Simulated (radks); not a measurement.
All-electron atom: Hf3+ in [Xe] 4f14 5d1. All-electron calculation, scalar-relativistic Kohn-Sham, PBE, spin-polarised, spherical densities, point nucleus; open shells are filled with parallel spins first (spin-orbit coupling, left out, can overturn this in heavy ions). Program: a radial shooting solver on a logarithmic mesh with Libxc functionals.

Unscreened Slater integrals over Kohn-Sham orbitals (eV). They are taken over the spin-up orbitals.

\begin{tabular}{lr}
integral & value \\ \hline
F0(5d,5d) & 12.705 \\
F2(5d,5d) & 6.6322 \\
F4(5d,5d) & 4.3719 \\
F0(5d,4f) & 16.318 \\
F2(5d,4f) & 3.8154 \\
F4(5d,4f) & 1.8169 \\
G1(5d,4f) & 1.6854 \\
G3(5d,4f) & 1.3807 \\
G5(5d,4f) & 1.0541 \\
F0(5d,5p) & 14.737 \\
F2(5d,5p) & 7.0856 \\
G1(5d,5p) & 8.2974 \\
G3(5d,5p) & 5.1092 \\
F0(5d,5s) & 15.317 \\
G2(5d,5s) & 5.1511 \\
F0(4f,4f) & 37.538 \\
F2(4f,4f) & 17.785 \\
F4(4f,4f) & 11.148 \\
F6(4f,4f) & 8.0169 \\
F0(4f,5p) & 22.449 \\
F2(4f,5p) & 7.3436 \\
G2(4f,5p) & 3.5722 \\
G4(4f,5p) & 2.7950 \\
F0(4f,5s) & 25.431 \\
G3(4f,5s) & 4.3682 \\
F0(5p,5p) & 18.499 \\
F2(5p,5p) & 9.9788 \\
F0(5p,5s) & 19.843 \\
G1(5p,5s) & 13.211 \\
F0(5s,5s) & 21.626 \\
\end{tabular}

Derived for the open shells (J is the average intra-shell exchange parameter used in DFT+U). 5d: Racah B = F2/49 - 5 F4/441 = 0.08578 eV, C = 35 F4/441 = 0.3470 eV, C/B = 4.04, F4/F2 = 0.659, J = (F2 + F4)/14 = 0.7860 eV.
